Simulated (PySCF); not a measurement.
**Orbital picture of SbN⁺**

PW91 at R = 1.955 Å; Sb def2-SVP with ECP28, N def2-SVP; scalar-relativistic core potentials (PySCF 2.14). State: ²Π (doublet), unpaired electrons π ↑. Only the outer orbitals are listed, counted within each symmetry, core potentials removing the inner ones.

```csv
spin,orbital,occ.,ε (eV),on Sb (%),main shells (%)
α,5σ,1,-26.46,24,"71 N s, 18 Sb s"
α,6σ,1,-19.90,79,"76 Sb s, 19 N s"
α,3π,1,-14.96,28,"72 N p, 26 Sb p"
α,7σ,1,-14.14,36,"56 N p, 31 Sb p"
α,3π,1,-14.07,34,"66 N p, 32 Sb p"
α,4π,0,-11.54,75,"74 Sb p, 25 N p"
α,4π,0,-10.85,70,"68 Sb p, 30 N p"
α,8σ,0,-7.42,84,"71 Sb p, 21 N p, 9 Sb d"
β,5σ,1,-25.34,32,"62 N s, 25 Sb s"
β,6σ,1,-19.54,75,"70 Sb s, 24 N s"
β,7σ,1,-13.72,36,"55 N p, 32 Sb p, 10 N s"
β,3π,1,-13.56,51,"50 Sb p, 49 N p"
β,3π,0,-13.28,62,"60 Sb p, 38 N p"
β,4π,0,-10.57,53,"50 Sb p, 47 N p"
β,4π,0,-10.23,43,"57 N p, 40 Sb p"
```

Problem. Which are the highest filled and the lowest empty level, where do they sit, and how wide is the gap?

Solution. Highest filled β 3π at -13.56 eV (in %: 50 Sb p, 49 N p); lowest empty β 3π at -13.28 eV (in %: 60 Sb p, 38 N p); the gap at PW91 is 0.28 eV. Both belong to one degenerate shell, split only by its one-sided filling, so this is no excitation gap.

The bond order (Mayer) is 2.28 and the ⟨S²⟩ is 0.785. The charge on Sb (Mulliken, basis-dependent) is 1.06, the charge on Sb (Löwdin, basis-dependent) is 1.05 and the dipole moment (positive dipole points towards N; it is taken about the centre of mass and depends on that origin) is -2.00 D.

Spin–orbit coupling is left out. The state was picked by a PBE0 search and need not be the measured ground state.
